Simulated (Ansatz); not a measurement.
Cost and result up the ladder for Be₉O₉ (started as a model of: (BeO)9 cage of four- and six-membered rings) (18 atoms). Total charge 0; singlet. Geometry: PBE-D4/def2-SVP.

```xyz
18

Be    0.248   -1.211    1.784
O     1.279    0.004    1.750
Be   -0.136    0.838    1.827
O    -1.093   -0.401    2.170
Be   -1.561   -1.016    0.767
O    -0.315   -2.068    0.564
Be    0.555   -1.809   -0.691
O     2.047   -1.233   -0.595
Be    1.980    0.045    0.369
O     1.649    1.169   -0.783
Be    1.425   -0.163   -1.630
O     0.055   -0.904   -1.969
Be    0.294    1.898   -0.606
O    -0.537    1.937    0.812
O    -2.131   -0.136   -0.374
Be   -1.131    0.044   -1.666
O    -0.954    1.634   -1.575
Be   -1.673    1.374   -0.154
```

Ansatz on 4 threads of Arm Neoverse V1 on a shared host. Times are rough, and most runs start from the orbitals of an earlier one. PBE0-D4/def2-TZVP serves as the yardstick here, not as an exact answer. Differences are given only for rows in sets of like size (and for xTB, whose basis is part of the method), since another set adds its own error. Binding counts from free atoms at the same level (Be singlet, O triplet; other spins of the atoms weren't run), without zero-point energy or a counterpoise term.

B3LYP takes the VWN-RPA correlation. Correlated methods freeze 9 core orbitals. The rows differ in basis, and correlated rows in double-zeta sets carry the largest basis error.

Correlated methods converge slowly with the basis, most of all in double-zeta sets.

```
                              level  functions  wall time  binding energy per atom (eV)  difference from PBE0-D4/def2-TZVP (eV)
                          HF/STO-3G         90     0.85 s                          4.35                                       –
                           HF/6-31G        162      2.6 s                          3.76                                       –
                    PBE-D4/def2-SVP        207        6 s                          5.54                                       –
                     B3LYP-D4/6-31G        162        7 s                          5.22                                       –
                       MP2/def2-SVP        207        8 s                          5.17                                       –
                   PBE0-D4/def2-SVP        207      9.5 s                          5.35                                       –
LDA (SPW92)/def2-TZVP (with forces)        450       13 s                          6.19                                    0.86
     PBE-D4/def2-TZVP (with forces)        450       15 s                          5.50                                    0.17
                r2SCAN-D4/def2-TZVP        450       22 s                          5.47                                    0.13
                 BHLYP-D4/def2-TZVP        450       29 s                          5.13                                   -0.21
                  PBE0-D4/def2-TZVP        450       30 s                          5.34                                    0.00
```
